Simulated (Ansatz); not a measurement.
Consider the substitution at a C–Si bond: `C[Si](S)(Cl)Cl` + `OC(=S)S` → `CSC(O)=S` + `S[SiH](Cl)Cl`.

Gas-phase electronic energies from Ansatz, PBE0-D4/def2-TZVP geometries. CCSD(T)/CBS is the MP2 limit (def2-TZVPP, def2-QZVPP) plus CCSD(T) − MP2 in def2-TZVPP, frozen cores. DFT in def2-TZVPP. B3LYP here is the variant with VWN-RPA as its local correlation; programs differ in this. One conformer a species, not always the lowest.

Task: Is it downhill or uphill in electronic energy at CCSD(T)/CBS, and by how much? (Estimate.)

Result: Computed: Uphill: ΔE = +64.4 kJ/mol.

Task: What do these levels give: r2SCAN-D4, B2PLYP, PBE0, B3LYP, HF/def2-TZVPP, MP2/def2-TZVPP, SCS-MP2/def2-TZVPP, CCSD/def2-TZVPP, HF/def2-QZVPP, MP2/def2-QZVPP, SCS-MP2/def2-QZVPP, MP2/CBS(def2)? (An estimate is asked.)

Result: The calculation gave: r2SCAN-D4 64.6, B2PLYP 64.2, PBE0 63.7, B3LYP 63.0, HF/def2-TZVPP 67.9, MP2/def2-TZVPP 66.4, SCS-MP2/def2-TZVPP 64.8, CCSD/def2-TZVPP 68.4, HF/def2-QZVPP 67.0, MP2/def2-QZVPP 64.9, SCS-MP2/def2-QZVPP 63.5, MP2/CBS(def2) 64.3 kJ/mol.

Largest T1 diagnostic among the species: 0.017.

From PBE to PBE0 (25 % exact exchange), in def2-TZVPP and without D4, ΔE moves by +3.7 kJ/mol.
